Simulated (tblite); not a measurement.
Species: C₆H₇OP.
Bonds: C1–O2, O2–C3, C3–C4 (aromatic), C4–C5 (aromatic), C5–P6 (aromatic), P6–C7 (aromatic), C7–C8 (aromatic), C3–C8 (aromatic). Hydrogens: H9, H10, H11 on C1; H12 on C4; H13 on C5; H14 on C7; H15 on C8.

Structure optimised with GFN2-xTB, isolated species.

**Question.** Give the optimised bond lengths and angles.

**Answer.** 
| bond | length (Å) |
| --- | --- |
| C1–O2 | 1.406 |
| O2–C3 | 1.364 |
| C3–C4, C3–C8 | 1.394 |
| C4–C5, C7–C8 | 1.376 |
| C5–P6, P6–C7 | 1.735 |
| C1–H9, C1–H10, C1–H11 | 1.093 |
| C4–H12, C8–H15 | 1.081 |
| C5–H13, C7–H14 | 1.083 |

Bonds in one row agree within 0.01 Å and their mean is given. A selection of angles:
| angle | degrees |
| --- | --- |
| C1–O2–C3 | 119.3 |
| O2–C3–C4 | 114.2 |
| O2–C3–C8 | 124.2 |
| C4–C3–C8 | 121.6 |
| C3–C4–C5 | 124.0 |
| C4–C5–P6 | 125.7 |
| C5–P6–C7 | 99.2 |

Torsions: C1–O2–C3–C4 180° (antiperiplanar).

The 4 C–C bonds span 1.372 Å (C4–C5, aromatic) to 1.398 Å (C3–C4, aromatic), a spread of 0.026 Å. Of the pairs four or more bonds apart, C1···H15 is among the closest relative to their van der Waals radii: 2.52 Å, 87 % of the sum of Bondi's values. P6 (phosphorus bonded to 2 C) is bent (angle 99.2°). The C–O distances run from 1.364 Å (O2–C3, drawn single) to 1.406 Å (C1–O2, drawn single), a spread of 0.042 Å. The 8 heavy atoms lie in one plane (0.001 Å rms). The 6-membered ring C3–C4–C5–P6–C7–C8 has internal angles of 99.2° to 126.5°; it is planar, 0.00 Å rms from its mean plane, widest ring torsion 0°.

Point group: Cs (tolerance 0.08 Å). Its GFN2-xTB frequencies are all real (lowest 85 cm⁻¹). The numbers are those of one conformer.

These are computed values.
